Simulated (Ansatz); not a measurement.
Input file for `C=C(N)SBO`:

```yaml
crystal:
  periodic: [false, false, false]
  atoms:
    - {symbol: C, position_ang: [-0.002261, -2.012297, 0.191994]}
    - {symbol: C, position_ang: [0.126128, -0.755673, -0.227011]}
    - {symbol: N, position_ang: [1.274333, 0.028582, -0.036118]}
    - {symbol: S, position_ang: [-1.215081, 0.074796, -1.032915]}
    - {symbol: B, position_ang: [-1.294928, 1.684194, -0.172907]}
    - {symbol: O, position_ang: [-0.414759, 2.108821, 0.745649]}
    - {symbol: H, position_ang: [0.838236, -2.544363, 0.624145]}
    - {symbol: H, position_ang: [-0.949298, -2.526410, 0.119870]}
    - {symbol: H, position_ang: [2.049814, -0.497777, 0.344594]}
    - {symbol: H, position_ang: [1.553129, 0.528024, -0.871181]}
    - {symbol: H, position_ang: [-2.217849, 2.373034, -0.492715]}
    - {symbol: H, position_ang: [0.329534, 1.483869, 0.840596]}
basis:
  gaussian: {orbitals: def2-TZVPP}
correlation: {method: ccsd_t}
```

```sh
$ ansatz run in.yaml --threads 4 --pin off --events-out ev --progress --plain --max-ram 10444MiB
```

Output of Ansatz, abridged:

```
Functional definition: HF
1689 factors; integrals over basis functions are off by at most 8.1e-4 eV
mean field evaluation 1: about -17162.8563 eV, gradient 4.7e1 eV
mean field evaluation 2: about -17163.1911 eV, gradient 4.7e1 eV
mean field evaluation 4: about -17168.1011 eV, gradient 5.1e0 eV
mean field evaluation 8: about -17168.2020 eV, gradient 4.4e-1 eV
mean field evaluation 16: about -17168.2035 eV, gradient 1.0e-6 eV
mean field -17168.20351706 eV, -630.9198422256 hartree, gradient 1.0e-6 eV, S^2 0.000000; 0 other end points of the search recorded, 0 dependent functions left out
10 core orbitals not correlated: weight in the atoms' cores, before any rotation towards them, 1.000 or more for the frozen orbitals, at most 0.000 for the correlated occupied ones
reference -17168.20351706 eV, -630.9198422256 hartree; 17, 17 occupied and 254, 254 virtual orbitals, 1689 factors
second order -28.64812482 eV of doubles, -0.00000000 eV of singles
cycle   1  -28.86425611 eV  change   -2.2e-1 eV  update   1.2e-1
cycle   2  -29.57155382 eV  change   -7.1e-1 eV  update   3.6e-2
cycle   3  -29.73277057 eV  change   -1.6e-1 eV  update   1.9e-2
cycle   4  -29.71662442 eV  change    1.6e-2 eV  update   5.0e-3
cycle   5  -29.71517506 eV  change    1.4e-3 eV  update   2.4e-3
cycle   6  -29.71598614 eV  change   -8.1e-4 eV  update   6.6e-4
cycle   7  -29.71553876 eV  change    4.5e-4 eV  update   2.4e-4
cycle   8  -29.71543905 eV  change    1.0e-4 eV  update   7.5e-5
cycle   9  -29.71546206 eV  change   -2.3e-5 eV  update   2.9e-5
perturbative correction -1.35591336 eV, -0.0498288968 hartree
Total energy: -17199.27489247 eV, -632.0616942112 hartree
```

Run time 5.2 min (4 threads of an Arm Neoverse V1 on a shared host); peak host memory 8.4 GiB.

MP2 recovers 92.2 % of the CCSD(T) correlation energy and the triples give 4.4 %; T1 = 0.0134.
